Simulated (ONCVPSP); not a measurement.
## mercury: excitation energies, all-electron against ONCV

* Element: Hg (Z = 80)
* Generator: ONCVPSP 4.0.1
* Type: optimised norm-conserving Vanderbilt (ONCV)
* Functional: LDA (Perdew-Zunger)
* Relativity: fully relativistic
* Frozen core: [Kr] 4d10 4f14
* Valence charge: 20
* Reference configuration: 5s2 5p6 5d10 6s2
* Partial waves: 5s+6s: rc 1.45 bohr, ncon 4, nbas 7, qcut 7 1/bohr, 2 projectors; 5p: rc 1.30 bohr, ncon 4, nbas 9, qcut 13.1 1/bohr, 2 projectors, debl 0.7 Ha; 5d: rc 1.75 bohr, ncon 3, nbas 7, qcut 9.4 1/bohr, 2 projectors, debl 2.2 Ha
* Local potential: polynomial inside 1.00 bohr (lpopt 1, dvloc0 -1 Ha)
* Core correction: polynomial model core, fcfact 0.75

Open shells are filled in proportion to 2j + 1.

In the p channel the program set the typed energies aside and used -2.271, 0.250 Ha (j = l + 1/2; the other j can differ).

Energies are relative to the spin-unpolarised reference configuration 5s2 5p6 5d10 6s2; without spin polarisation the order of configurations can differ from experiment.

Task: Give the all-electron excitation energy and the error of the potential for: 5s2 5p6 5d10 6s1; 5s2 5p6 5d10 6s0; 5s2 5p6 5d9 6s0; 5s2 5p6 5d10 6s0 6p2.

Result:

| valence configuration | charge | ΔE all-electron (eV) | error AE − PS (meV) |
| --- | --- | --- | --- |
| 5s2 5p6 5d10 6s1 | +1 | 11.059 | -1.7 |
| 5s2 5p6 5d10 6s0 | +2 | 30.462 | -9.1 |
| 5s2 5p6 5d9 6s0 | +3 | 66.280 | -9.1 |
| 5s2 5p6 5d10 6s0 6p2 | 0 | 12.626 | -7.2 |

These tests converged, but a pseudo level misses the all-electron one widely, so the file describes the atom poorly there or has found another state: 5s2 5p6 5d10 6s0 6p2: empty 6s by 13.9 eV.
